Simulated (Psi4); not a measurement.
The Psi4 input:
```
memory 2 GB

molecule {
0 2
  O     1.13377266    0.12435186   -0.36781878
  B    -0.03360281   -0.52188624   -0.20573049
  O    -1.12795819   -0.03404720    0.40341739
  H     1.22824605    1.02526193   -0.02617740
  H    -1.10038462    1.13046568    0.88002806
}

set basis 6-31g*
set reference uks

energy('cam-b3lyp')
print_variables()
```

### Question
What does this run give for the nuclear repulsion energy, number of basis functions, dipole moment, total energy, <S^2>?

### Answer

```
Item                              Value
-------------------------  ------------
nuclear repulsion energy     59.2393 Eh
number of basis functions            49
dipole moment                    2.98 D
total energy               -176.3978 Eh
<S^2>                             0.759
```

These values belong to the state on which the SCF converged, which isn't shown to be the lowest.
